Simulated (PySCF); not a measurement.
**C₆ coefficients of unlike pairs at PBE**

Calculated with PySCF 2.14 from the dipole response of each species, C₆(A,B) = (3/π) ∫ α_A(iu) α_B(iu) du, in atomic units, from isotropic polarisabilities. For ions this is the dispersion term alone; charge-induced terms of lower order in 1/R come first.

| species | configuration | basis | relativity | α (bohr³) | C₆ (like pair) |
| --- | --- | --- | --- | --- | --- |
| Kr | [Kr] (1S) | aug-cc-pVTZ-PP with ECP10MDF (6s5p4d2f) | core potential | 17.91 | 140.4 |
| B³⁺ | 1s2 (1S) | aug-cc-pCVQZ-DK (9s8p6d4f2g) | spin-free X2C | 0.02043 | 0.002732 |
| Pb | [Xe] 4f14 5d10 6s2 6p2 (3P) | aug-cc-pwCVTZ-PP with ECP60MDF (8s7p6d4f1g) | core potential | 69.35 | 813.4 |
| Ne⁺ | [He] 2s2 2p5 (2P) | aug-cc-pwCVQZ (9s8p6d4f2g) | none | 1.404 | 2.481 |

(1) Estimate C₆ for Pb with B³⁺.

No spin-orbit coupling is included, so Pb, close to jj coupling, stand for model states.

The other pairs:

| pair | C₆ |
| --- | --- |
| B³⁺, Kr | 0.3207 |
| Pb, Kr | 316.3 |
| Ne⁺, B³⁺ | 0.06410 |
| Ne⁺, Pb | 33.42 |
| Ne⁺, Kr | 16.53 |

Results:

(1) The integral gives 0.6206. The combination rule 2 C_A C_B / (C_A α_B/α_A + C_B α_A/α_B) gives 0.4673 and the geometric mean 1.491.
